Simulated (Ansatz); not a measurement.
`CC(C)(C)C[Si](Cl)(Cl)Cl` + HCl → `Cl[Si](Cl)(Cl)Cl` + `CC(C)(C)C`  (ligand exchange at the Si–C bond)

Calculated with Ansatz (gas phase, PBE0-D4/def2-TZVP geometries, no zero-point term in ΔE). CBS: MP2 limit from def2 TZ/QZ plus the TZ coupled-cluster correction, frozen cores. This one scheme is used for every species. DFT in def2-TZVPP. B3LYP here is the variant with VWN-RPA as its local correlation; programs differ in this. HSE06 is defined as in plane-wave codes. One conformer a species, not always the lowest.

```tsv
level	ΔE (kcal/mol)	difference from CCSD(T)/CBS
LDA (SPW92)	-19.0	1.3
PBE-D4	-20.1	0.2
revPBE-D4	-20.1	0.2
BLYP-D4	-20.1	0.2
r2SCAN-D4	-21.7	-1.4
B97M-V	-22.1	-1.8
PBE0-D4	-20.4	-0.1
B3LYP-D4	-20.5	-0.2
r2SCAN0-D4	-21.6	-1.3
HSE06-D4	-20.5	-0.2
BHLYP-D4	-21.3	-1.0
CAM-B3LYP-D4	-20.6	-0.3
ωB97X-V	-20.6	-0.3
ωB97M-V	-20.5	-0.2
B2PLYP	-22.8	-2.5
PBE-QIDH	-21.7	-1.4
PBE	-22.7	-2.4
revPBE	-24.4	-4.1
BLYP	-24.7	-4.4
r2SCAN	-22.8	-2.5
B3LYP	-24.3	-4.0
r2SCANh	-22.8	-2.5
r2SCAN0	-22.9	-2.6
HSE06	-22.9	-2.6
BHLYP	-24.4	-4.1
CAM-B3LYP	-23.3	-3.0
LC-ωPBE	-22.4	-2.1
RPA@PBE/def2-TZVPP	-18.6	1.7
HF/def2-SVP	-23.7	-3.4
MP2/def2-SVP	-18.9	1.4
CCSD/def2-SVP	-19.3	1.0
CCSD(T)/def2-SVP	-18.5	1.8
HF/def2-TZVPP	-26.1	-5.8
MP2/def2-TZVPP	-20.0	0.3
SCS-MP2/def2-TZVPP	-20.9	-0.6
CCSD/def2-TZVPP	-20.2	0.1
CCSD(T)/def2-TZVPP	-19.3	1.0
HF/def2-QZVPP	-26.3	-6.0
MP2/def2-QZVPP	-20.7	-0.4
CCSD/CBS(def2)	-21.2	-0.9
CCSD(T)/CBS	-20.3	0
```

Largest T1 diagnostic among the species: 0.009.

In def2-TZVPP, CCSD(T) changes the Hartree–Fock value by +6.9 kcal/mol (the triples alone add +0.9 kcal/mol) and MP2 by +6.1 kcal/mol. The D4 term adds +3.8 kcal/mol with B3LYP and +2.5 kcal/mol with PBE0; it sums over pairs of atoms, weighted by their polarisabilities, and B3LYP, whose exchange is more repulsive, gets the larger term.

CCSD(T)/CBS has its own doubt, a few kJ/mol and more with outer-core shells, so smaller differences from it don't rank the levels.
